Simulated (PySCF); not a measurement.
# Spinor energies of Rb+ (rubidium, charge +1)

Start: [Kr]. Calculated with PySCF 2.14 in x2c-QZVPPall-2c: generalised Hartree-Fock with the X2C-1e Hamiltonian and a Gaussian nucleus; one run each with spin-orbit coupling (SO) switched off, then screened by Boettger's factors.

| spinor shell | electrons | ε, spin-free (eV) | ε, screened SO (eV) | weight of nominal j (screened SO) | rms radius, screened SO (bohr) |
| --- | --- | --- | --- | --- | --- |
| 1s1/2 | 2 | -15292.8 | -15292.3 | 1.000 | 0.0464 |
| 2s1/2 | 2 | -2113.6 | -2113.5 | 1.000 | 0.192 |
| 2p1/2 | 2 | -1868.7 | -1910.6 | 1.000 | 0.169 |
| 2p3/2 | 4 | -1868.7 | -1848.8 | 1.000 | 0.173 |
| 3s1/2 | 2 | -347.20 | -347.17 | 1.000 | 0.543 |
| 3p1/2 | 2 | -266.15 | -272.75 | 1.000 | 0.550 |
| 3p3/2 | 4 | -266.15 | -263.00 | 1.000 | 0.561 |
| 3d3/2 | 4 | -131.83 | -132.80 | 1.000 | 0.575 |
| 4s1/2 | 2 | -48.079 | -48.073 | 1.000 | 1.57 |
| 4p1/2 | 2 | -27.465 | -28.141 | 1.000 | 1.82 |
| 4p3/2 | 4 | -27.465 | -27.140 | 1.000 | 1.86 |

(1) Where does 3d5/2 lie, and what is the 3d spin-orbit splitting (screened SO)?

| quantity | spin-free | screened SO |
| --- | --- | --- |
| E (hartree) | -2978.90297 | -2979.11260 |
| M_J | 0 | 0 |
| ⟨J²⟩ | 0.000 | 0.000 |
| ⟨L²⟩ | 0.000 | 0.005 |
| ⟨S²⟩ | 0.000 | 0.005 |

Breit and QED terms are absent; they matter most for the inner s and p1/2 levels.

Densities and radii are taken from the X2C orbitals without a picture-change correction, which distorts them close to the nucleus.

Without spin-orbit coupling the j labels of p, d and f shells carry no meaning; the spin-free column gives the mean over the occupied spinors of each nl shell.

## Answers

(1) At -131.15 eV, 1.649 eV above 3d3/2.
